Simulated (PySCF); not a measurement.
**Electric field gradients and quadrupole coupling constants**

C7H9PS.
Structure used (GFN2-xTB), in Å, numbered top down from 1:
```xyz
18
C7H9PS angstrom
C     -3.3846    1.0761    0.8728
C     -2.8161   -0.0853    0.6030
C     -1.3472   -0.3187    0.6547
P     -0.6695   -0.5109   -1.0895
C      1.0830   -0.2512   -0.7016
C      2.0693   -1.1933   -0.7478
C      3.3359   -0.6920   -0.3816
C      3.3016    0.6278   -0.0656
S      1.7253    1.2892   -0.2057
H     -2.8029    1.9334    1.1712
H     -4.4499    1.2179    0.8144
H     -3.4152   -0.9334    0.2985
H     -0.8313    0.5095    1.1478
H     -1.1207   -1.2509    1.1819
H     -0.9142    0.8244   -1.4403
H      1.8865   -2.2124   -1.0399
H      4.2318   -1.2862   -0.3585
H      4.1096    1.2622    0.2411
```

Field gradients from the PBE0/pcSseg-1 density (PySCF, non-relativistic), principal values in atomic units, ordered |Vxx| ≤ |Vyy| ≤ |Vzz|:

| atom | Vxx | Vyy | Vzz |
| --- | --- | --- | --- |
| S9 | -0.3877 | -1.4456 | 1.8333 |

Q: Find the asymmetry η = (Vxx − Vyy)/Vzz and the couplings χ = eQV/h (234.96 MHz × Q in barn × V in au), with Q(33S) = −0.0678 b.

A: 
```tsv
atom	environment	nucleus	η	χzz (MHz)	χxx (MHz)	χyy (MHz)
S9	thiophene-type sulfur	33S	0.58	-29.21	6.18	23.03
```

The tensor is traceless: Vxx + Vyy + Vzz = 0.

Q: What is Vzz at S9 in SI units (1 au = 9.71736 × 10²¹ V/m²)?

A: 1.8333 au = 17.815 × 10²¹ V/m².

Q: What couplings would deuterons (Q(2H) = 0.00286 b) have in place of the hydrogens, at this geometry?

A: 
```json
{"atom": "H10", "bonded to": "C1", "bond length (Å)": "1.078", "Vzz (au)": "0.3350", "η": "0.06", "χzz (kHz)": "225"}
{"atom": "H11", "bonded to": "C1", "bond length (Å)": "1.076", "Vzz (au)": "0.3395", "η": "0.05", "χzz (kHz)": "228"}
{"atom": "H12", "bonded to": "C2", "bond length (Å)": "1.082", "Vzz (au)": "0.3239", "η": "0.06", "χzz (kHz)": "218"}
{"atom": "H13", "bonded to": "C3", "bond length (Å)": "1.093", "Vzz (au)": "0.3002", "η": "0.02", "χzz (kHz)": "202"}
{"atom": "H14", "bonded to": "C3", "bond length (Å)": "1.095", "Vzz (au)": "0.3015", "η": "0.01", "χzz (kHz)": "203"}
{"atom": "H15", "bonded to": "P4", "bond length (Å)": "1.402", "Vzz (au)": "0.1901", "η": "0.07", "χzz (kHz)": "128"}
{"atom": "H16", "bonded to": "C6", "bond length (Å)": "1.076", "Vzz (au)": "0.3370", "η": "0.06", "χzz (kHz)": "226"}
{"atom": "H17", "bonded to": "C7", "bond length (Å)": "1.075", "Vzz (au)": "0.3396", "η": "0.06", "χzz (kHz)": "228"}
{"atom": "H18", "bonded to": "C8", "bond length (Å)": "1.072", "Vzz (au)": "0.3463", "η": "0.09", "χzz (kHz)": "233"}
```

One conformer (not necessarily the lowest) at the GFN2-xTB geometry, without solvent, vibrations or thermal averaging. GFN2-xTB bond lengths can be off by several hundredths of an ångström, more for odd bonds, and the gradients follow them. The small basis limits the accuracy of the gradients.

These values come from a run that also computed NMR shieldings. The run took 54 s of wall time on one thread of an x86-64 server, shared host.
